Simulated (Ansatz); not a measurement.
Species: H$_{11}$ClSi$_{5}$, SMILES `[SiH3][Si]([SiH3])([SiH3])[SiH2]Cl` (Si–Si–Si–Cl torsion 59°) (charge 0, multiplicity 1).

Problem. Give a relaxed geometry from PBE0-D3(BJ)/def2-SVP run with Ansatz (an electronic-structure program).

Solution. Several could match; the one computed here: the end point of this relaxation, one of several conformers (outside a Z-matrix the atoms follow the SMILES, hydrogens last).
Cartesian coordinates (Å) in one orientation:
```xyz
17

Si     1.487    -1.411    -1.087
Si    -0.002     0.074    -0.055
Si     0.919     0.833     1.961
Si    -0.532     1.863    -1.470
Si    -1.919    -1.146     0.486
Cl    -1.299    -2.690     1.739
H      2.745    -0.694    -1.461
H      0.865    -1.976    -2.324
H      1.815    -2.524    -0.147
H      2.158     1.624     1.688
H     -0.066     1.703     2.674
H      1.262    -0.336     2.825
H     -1.504     2.779    -0.799
H      0.708     2.628    -1.803
H     -1.143     1.353    -2.736
H     -2.566    -1.753    -0.714
H     -2.927    -0.328     1.223
```
